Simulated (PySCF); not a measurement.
Species: C₇H₉ (doublet state).
Geometry (GFN2-xTB, Å), atoms numbered from 1 in this order:
```
atom  x, y, z in Å
C1     2.3756    0.0952   -0.4370
C2     0.9112   -0.1483   -0.3448
C3     0.0245   -0.3954   -1.2840
C4    -1.3616   -0.4981   -0.8476
C5    -1.8905    0.7409   -0.1797
C6    -1.2649   -0.3242    0.6668
C7     0.2076   -0.1567    1.0172
H8     2.6223    1.0814   -0.0420
H9     2.9223   -0.6440    0.1494
H10    2.7073    0.0393   -1.4704
H11   -2.0384   -1.1915   -1.3219
H12   -2.9624    0.8640   -0.1244
H13   -1.3456    1.6633   -0.3190
H14   -1.8866   -0.8928    1.3430
H15    0.5706   -0.9932    1.6191
H16    0.4008    0.7690    1.5638
```

The hyperfine couplings belong to this conformer and change with its torsions.

Identity: `CC1=[C][C@@H]2C[C@@H]2C1` [radical].

Theory: PySCF, UKS B3LYP, pcH-1 on C H, non-relativistic, mean-field spin-orbit, GIAO. Geometry: GFN2-xTB; no solvent, vibrations or thermal averaging. A GFN2-xTB geometry isn't a minimum of the functional, and hyperfine couplings can be far from their values at a DFT geometry. The SCF solution wasn't tested for stability.

Problem. Where do the isotropic ENDOR lines of H11, H16, H8/H9/H10, H13, H15 and H14 fall at 346.1 mT, to first order?

Solution. For S = 1/2 in fast tumbling each set of equivalent nuclei gives two lines, ν± = |νn ± a/2| to first order, with νn = g_N μN B/h and μN/h = 7.62259 MHz/T.

| nuclei | isotope | g_N | νn (MHz) | a_iso (MHz) | lower line (MHz) | upper line (MHz) |
| --- | --- | --- | --- | --- | --- | --- |
| H11 | 1H | 5.5857 | 14.74 | 10.89 | 9.29 | 20.18 |
| H16 | 1H | 5.5857 | 14.74 | -7.05 | 11.21 | 18.26 |
| H8/H9/H10 | 1H | 5.5857 | 14.74 | -6.22 | 11.63 | 17.84 |
| H13 | 1H | 5.5857 | 14.74 | 4.93 | 12.27 | 17.20 |
| H15 | 1H | 5.5857 | 14.74 | -4.45 | 12.51 | 16.96 |
| H14 | 1H | 5.5857 | 14.74 | 1.18 | 14.15 | 15.32 |

Problem. Which pairs are centred on the nuclear Larmor frequency, and which on half the coupling?

Solution. Centred on νn, since |a| < 2νn: H11, H16, H8/H9/H10, H13, H15 and H14. No pair has |a| > 2νn.

Means are taken over nuclei equivalent by connectivity, which assumes that they swap fast. The three 1H nuclei of mean -6.2 MHz run from -9.8 to -2.2 MHz in the frozen geometry.

Largest spin populations (Mulliken): C3 (+0.98), C2 (-0.13), C6 (+0.08) and C7 (+0.07). C3 is the only atom above +0.15. The positive populations add up to 1.16 and the negative ones to -0.16, together 2S = 1.
